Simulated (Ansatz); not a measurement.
Ansatz results at the PBE0-D4/def2-TZVP geometry: HOMO energy (PBE/def2-TZVPP) -8.24 eV; LUMO energy (PBE0/def2-TZVPP) -3.89 eV; LUMO energy (ωB97M-V/def2-TZVPP) -1.70 eV.

Each molecule was computed in one conformer, which needn't be the lowest.

Which molecule gave them?
A. `[O]=[Mo]([OH])([OH])([F])[F]`
B. `[O]=[Mo](=[O])([F])[Cl]`
C. `[O]=[Mo]([OH])([OH])=[S]`
D. `[NH2][Mo](=[O])([F])=[S]`

A. The others give `[O]=[Mo]([OH])([OH])=[S]`: -6.37, -2.66, -0.59; `[O]=[Mo](=[O])([F])[Cl]`: -8.35, -3.51, -1.36; `[NH2][Mo](=[O])([F])=[S]`: -6.59, -2.96, -0.91.
